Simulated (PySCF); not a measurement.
Cd(SiH3)(OSiH3) (CdH6OSi2), SMILES [SiH3][O][Cd][SiH3].

The structure is a stationary point at B3LYP-D3(BJ)/def2-SVP. The structure was generated by enumeration; whether it is a known compound was not checked. The def2 effective core potentials stand for the cores of Cd; spin–orbit coupling is left out. Other conformers were not sampled.

Calculation: PBE/def2-TZVP in PySCF.

The molecule is in vacuum.

Computed frontier levels, gap, dipole moment and polarisability:
highest occupied level: -6.38 eV
lowest empty level: -1.94 eV
orbital gap: 4.44 eV
dipole moment: 2.93 D
quadrupole, principal values (traceless, Buckingham form, about the centre of nuclear charge): -8.69, 4.01, 4.68 D·Å
mean static polarisability: 98.2 bohr³ (14.56 Å³)
polarisability, principal values: 76.0, 76.0, 142.7 bohr³
